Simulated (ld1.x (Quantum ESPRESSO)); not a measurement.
# Before and after: PAW potential for Ta

| Item | Value |
| --- | --- |
| Element | tantalum |
| Generator | ld1.x (Quantum ESPRESSO) 7.5 |
| Type | PAW |
| Functional | PBE |
| Relativity | scalar-relativistic |
| Frozen core | [Kr] 4d10 4f14 |
| Valence charge | 13 |
| Reference configuration | 5s2 5p6 5d3 6s1 6p0 (charge +1) |
| Partial waves | 5s (bound): rcut 1.65, rcutus 1.85 bohr; 6s (bound): rcut 1.65, rcutus 1.85 bohr; 5p (bound): rcut 1.70, rcutus 2.25 bohr; 6p (bound, empty): rcut 1.70, rcutus 2.25 bohr; 5d (bound): rcut 1.70, rcutus 2.10 bohr; 5d channel at 1.75 Ry: rcut 1.70, rcutus 2.10 bohr |
| Local potential | all-electron potential smoothed inside 2.10 bohr (lloc = -2) |
| Core correction | Bessel-smoothed model core inside 1.90 bohr |
| Augmentation charge | BESSEL, radius 1.30 bohr |

Change: core correction a·sin(br)/r model core, default radius (ld1.x builds one for every PAW set, though the input has nlcc=.false.).

Cutoffs: the cutoffs (Ry, on a coarse ladder) from which the occupation-weighted sum of valence levels, in a spherical-Bessel basis at the reference potential, stays within 10 and 1 mRy of its value at 400 Ry; they do not see the model core or the augmentation charge, which bear on the density cutoff. Errors are all-electron minus pseudo energies relative to the spin-unpolarised reference configuration.

**Question.** How do hardness, ghosts and transferability respond?

**Answer.** The potential gets neither clearly harder nor softer (25 Ry and 40 Ry → 25 Ry and 40 Ry); of the 7 tests that both files solve, the error grows in 2 and shrinks in 2 by more than 15 % and 0.3 meV (median size 2.9 → 2.6 meV); neither file shows a bound ghost. A model core, the more so a compact one, raises the density cutoff, which this test does not measure.

| quantity | base | changed |
| --- | --- | --- |
| cutoff, loose | 25 Ry | 25 Ry |
| cutoff, tight | 40 Ry | 40 Ry |
| bound ghosts | none | none |
| error for 5s2 5p6 5d3 6s2 6p0, meV [ΔE -8.47 eV] | +2.9 | +3.1 |
| error for 5s2 5p6 5d3 6s0 6p0, meV [ΔE 14.97 eV] | -5.5 | +1.3 |
| error for 5s2 5p6 5d2 6s0 6p0, meV [ΔE 38.58 eV] | -35 | -23 |
| error for 5s2 5p6 5d4 6s1 6p0, meV [ΔE -6.37 eV] | -3.9 | -3.6 |
| error for 5s2 5p6 5d3 6s1 6p1, meV [ΔE -4.29 eV] | +2.3 | +2.6 |
| error for 5s2 5p6 5d3 6s0 6p1, meV [ΔE 5.08 eV] | +1.6 | +2.4 |
| error for 5s2 5p6 5d3.5 6s1.5 6p0, meV [ΔE -7.48 eV] | +0.1 | +0.4 |
| s: phases at 2.44 bohr within 0.05 rad from the reference energy up to (Ry; the scan ends near 5) | to the end of the scan | to the end of the scan |
| p: phases at 2.44 bohr within 0.05 rad from the reference energy up to (Ry; the scan ends near 5) | to the end of the scan | to the end of the scan |
| d: phases at 2.44 bohr within 0.05 rad from the reference energy up to (Ry; the scan ends near 5) | to the end of the scan | to the end of the scan |
| lowest overlap eigenvalue by channel | s 0.09, p 0.08, d 0.45 | s 0.09, p 0.08, d 0.45 |
